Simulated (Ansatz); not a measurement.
`OC1CBS1` → B• + 2 C• + 5 H• + O• + S•  (atomization)

Computed with Ansatz on PBE0-D4/def2-TZVP structures; ΔE is electronic, products minus reactants. CCSD(T)/CBS adds triple-zeta CCSD(T) − MP2 to the extrapolated MP2 energy (def2 sets, frozen cores). This one scheme is used for every species, atoms too. DFT in def2-TZVPP. Open shells (•) are unrestricted, without spin–orbit coupling. Spin–orbit coupling would lower the free atoms: a little for B, C, O, S. One conformer a species, not always the lowest.

| level | ΔE (kJ/mol) |
| --- | --- |
| r2SCAN | 3932.9 |
| HF/def2-QZVPP | 2809.3 |

(1) What does CCSD(T)/CBS give? (An estimate is asked.)

Largest T1 diagnostic among the species: 0.014.

Results:

(1) Ansatz gave: +3895.0 kJ/mol. The listed levels differ from it by 37.9, -1085.7 kJ/mol.

From PBE to PBE0 (25 % exact exchange), in def2-TZVPP and without D4, ΔE moves by −79.6 kJ/mol: exact exchange takes away binding that semilocal exchange gives to molecules. The D4 term adds +34.7 kJ/mol with B3LYP and +17.8 kJ/mol with PBE0; it sums over pairs of atoms, weighted by their polarisabilities, and B3LYP, whose exchange is more repulsive, gets the larger term.

B3LYP here is the variant with VWN-RPA as its local correlation; programs differ in this.

For atomizations the MP2-based limit and the directly extrapolated one differ by several kJ/mol either way, and by 10 to 25 for some Ge, Se and Sn compounds, so smaller differences from it don't rank the levels.
